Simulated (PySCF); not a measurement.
# Worked example: oscillator strength and radiative lifetime

Mo(S)2(SH)2 (H₂MoS₄), SMILES [SH][Mo](=[S])([SH])=[S], multiplicity 1.

The structure is a stationary point at B3LYP-D3(BJ)/def2-SVP. The multiplicity is an assumed one; no other spin state was optimised. The structure was generated by enumeration; whether it is a known compound was not checked. The def2 effective core potentials stand for the cores of Mo; spin–orbit coupling is left out. One conformer was computed; it need not be the lowest.

TDDFT-PBE/def2-SVPD (PySCF 2.14.0) puts the first singlet state with f over 0.02 at 2.90 eV (vertical), with the transition dipole (0.663, -0.103, 0.000) in atomic units.

Question: Find the oscillator strength, the wavelength and the radiative lifetime that this transition would have in vacuum if emission retraced absorption.

Answer: 
|μ|² = 0.4502 au, so |μ| = 1.71 D. ΔE = 2.90/27.211 = 0.1066 hartree. f = (2/3) ΔE |μ|² = 0.032 (the program prints 0.032).
λ = 1239.84/2.90 = 428 nm; ν = 23390 cm⁻¹.
Einstein's coefficient A = 0.6670 ν² f s⁻¹ (ν in cm⁻¹) = 1.2e7 s⁻¹, so τ = 1/A = 86 ns. This state is S4; the lower singlets have f = 0.000, 0.003, 0.011. The figure is the radiative limit of this one transition; relaxation, internal conversion, crossing to triplets and a medium change what is measured.
